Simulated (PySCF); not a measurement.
GeH₆O₂Si.
SMILES: `[SiH](O)(O)[GeH3]`

Method: EOM-IP-CCSD/aug-cc-pVDZ in PySCF, restricted Hartree–Fock reference, frozen core, non-relativistic, gas phase, PBE0-D3(BJ)/def2-SVP geometry.

Hartree–Fock orbital energies give these Koopmans values (eV): HOMO 10.60, HOMO-1 12.61, HOMO-2 12.62, HOMO-3 13.49, HOMO-4 14.37, HOMO-5 14.65, HOMO-6 15.53, HOMO-7 17.17.

Question: What vertical ionisation energies does EOM-IP-CCSD give?

Answer: 
| leading hole (HF orbital) | Koopmans (eV) | EOM-IP-CCSD (eV) | change (eV) | one-hole share |
| --- | --- | --- | --- | --- |
| HOMO | 10.60 | 9.94 | -0.66 | 0.96 |
| HOMO-1 | 12.61 | 11.89 | -0.72 | 0.94 |
| HOMO-2 | 12.62 | 11.98 | -0.64 | 0.94 |
| HOMO-3 | 13.49 | 12.02 | -1.47 | 0.94 |
| HOMO-4 | 14.37 | 12.57 | -1.80 | 0.94 |
| HOMO-5 | 14.65 | 12.84 | -1.81 | 0.94 |
| HOMO-6 | 15.53 | 13.70 | -1.83 | 0.94 |
| HOMO-7 | 17.17 | 15.58 | -1.59 | 0.92 |

Question: Does the order of the lines follow the orbital energies?

Answer: Yes, no two lines change places. The corrections run from -1.83 to -0.64 eV, with a mean of -1.31 eV over the 8 lines; no line lies above its Koopmans value. Koopmans values leave out both the relaxation of the orbitals and the change in correlation energy.

Question: At what kinetic energies would He I light (21.22 eV) eject these electrons?

Answer: 11.28 eV (HOMO), 9.33 eV (HOMO-1), 9.24 eV (HOMO-2), 9.20 eV (HOMO-3), 8.65 eV (HOMO-4), 8.38 eV (HOMO-5), 7.52 eV (HOMO-6), 5.64 eV (HOMO-7).

Question: What total energy has the lowest final state, and which wavelength reaches it?

Answer: E(CCSD) + ionisation energy = -2518.27499 + 0.36541 = -2517.90958 Eh, at the geometry of the initial state. The threshold wavelength is 1239.84 eV nm/9.94 eV = 124.7 nm.

Lines less than 0.15 eV apart could change places at a higher level. One root was sought for each valence orbital with −ε under 21 eV, eight at most, so deeper holes and satellites are missing; no vibrational structure.

The values belong to the conformer `[OH:1][SiH:2]([OH:3])[GeH3:4]`: H–O1–Si2–O3 -48°, H–O3–Si2–O1 146°.
